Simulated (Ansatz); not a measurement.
One change: `F[Si](F)(S)Cl` becomes `F[Si](F)(Cl)O[SiH3]`.

Ansatz, PBE0-D4/def2-TZVP geometries, multiplicity 1. Each molecule was computed in one conformer, which needn't be the lowest.

```csv
property,`F[Si](F)(S)Cl`
HOMO–LUMO gap (PBE0/def2-TZVPP) / eV,8.19
LUMO energy (PBE0/def2-TZVPP) / eV,-0.23
HOMO energy (PBE/def2-TZVPP) / eV,-7.11
HOMO–LUMO gap (PBE/def2-TZVPP) / eV,5.91
size of the dipole moment (ωB97M-V/def2-TZVPP) / D,1.55
LUMO energy (B3LYP/def2-TZVPP) / eV,-0.48
```

Task: What does the change do to each property? (Estimate.)

Result: Computed: 
```csv
property,`F[Si](F)(Cl)O[SiH3]`,shift
HOMO–LUMO gap (PBE0/def2-TZVPP) / eV,9.26,1.07
LUMO energy (PBE0/def2-TZVPP) / eV,-0.31,-0.08
HOMO energy (PBE/def2-TZVPP) / eV,-8.09,-0.98
HOMO–LUMO gap (PBE/def2-TZVPP) / eV,6.89,0.98
size of the dipole moment (ωB97M-V/def2-TZVPP) / D,1.76,0.21
LUMO energy (B3LYP/def2-TZVPP) / eV,-0.54,-0.06
```

With PBE0 the HOMO falls by 1.14 eV and the LUMO falls by 0.08 eV, so the gap widens by about 1.06 eV. PBE moves the HOMO by -0.98 eV and ωB97M-V by -1.22 eV. Dipoles are sizes alone; their direction can turn.

B3LYP here is the variant with VWN-RPA as its local correlation; programs differ in this.
